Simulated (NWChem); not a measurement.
CH5Bi; SMILES [BiH2][CH3]

Computed with NWChem. Structure relaxed at the PBE-D3(BJ)/def2-SVP level. def2 effective core potentials on Bi; no spin-orbit coupling. Vertical excitations in the gas phase; the lowest state need not have the same character in each row.

For level Hartree-Fock/def2-SVP, CIS:

- lowest excitation, singlet (eV) = 6.61
- orbital gap (eV) = 12.13

**Question.** What are these values for level PBE0/def2-SVP, TDA?

**Answer.** The lowest excitation, singlet (eV) is 6.17. The orbital gap (eV) comes out as 7.09.
